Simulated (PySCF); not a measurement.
F2MoO2, multiplicity 1. Atoms are numbered in the order given.

```xyz
5

Mo     0.0000     0.0000     0.0355
O      0.0000     1.3411     1.0361
O      0.0000    -1.3411     1.0361
F     -1.5251     0.0000    -1.0038
F      1.5251     0.0000    -1.0038
```

Coordinates come from a B3LYP-D3(BJ)/def2-SVP optimisation. The multiplicity is an assumed one; other spin states were not compared. The def2 effective core potentials stand for the cores of Mo; spin–orbit coupling is left out.

These are PBE0/def2-TZVPD (PySCF) values and carry that method's errors.

Mulliken values depend strongly on the basis, most of all with diffuse functions as here. ESP charges are fitted to the potential on shells at 1.4 to 2.0 van der Waals radii. Atomic charges (e):

| atom | ESP fit | Mulliken |
|---|---|---|
| Mo1 | 1.35 | 2.65 |
| O2 | -0.39 | -0.70 |
| O3 | -0.39 | -0.70 |
| F4 | -0.29 | -0.62 |
| F5 | -0.29 | -0.62 |
